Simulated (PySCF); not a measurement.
silyloxysilylformaldehyde (CH₆O₂Si₂), SMILES C(=O)[SiH2]O[SiH3]. Atoms are numbered in the order given.

```xyz
11

O     -3.1676     0.0464     0.5515
C     -1.9914    -0.0839     0.8068
Si    -0.6788     0.1759    -0.5792
O      0.8231    -0.0705     0.0735
Si     2.4798    -0.1250    -0.0428
H     -1.6585    -0.3563     1.8503
H     -0.9569    -0.7988    -1.6707
H     -0.8188     1.5659    -1.0964
H      3.0301    -0.4906     1.2894
H      2.8882    -1.1450    -1.0509
H      3.0071     1.2077    -0.4544
```

Geometry: B3LYP-D3(BJ)/def2-SVP. Other conformers were not sampled.

Level of theory: TDA-PBE/def2-SVPD in PySCF.

Vertical excitations. Isolated molecule, no solvent.

```
state  energy (eV)  λ (nm)      f                          main pairs
-----  -----------  ------  -----  ----------------------------------
S1            3.09     402  0.001                     HOMO→LUMO 100 %
S2            4.54     273  0.002                    HOMO→LUMO+1 97 %
S3            4.61     269  0.006                    HOMO−1→LUMO 96 %
S4            4.90     253  0.000                   HOMO−2→LUMO 100 %
S5            5.71     217  0.015  HOMO→LUMO+2 79 %, HOMO−3→LUMO 14 %
S6            5.72     217  0.009                    HOMO→LUMO+3 90 %
S7            5.90     210  0.061  HOMO−3→LUMO 66 %, HOMO→LUMO+2 15 %
S8            6.11     203  0.014                    HOMO→LUMO+4 88 %
S9            6.29     197  0.036                    HOMO→LUMO+5 89 %
S10           6.30     197  0.001                    HOMO→LUMO+6 96 %
T1            2.35     527      0                     HOMO→LUMO 100 %
T2            4.43     280      0                    HOMO→LUMO+1 94 %
T3            4.45     279      0                    HOMO−1→LUMO 93 %
T4            4.84     256      0                   HOMO−2→LUMO 100 %
```
Triplets are in the Tamm–Dancoff approximation.
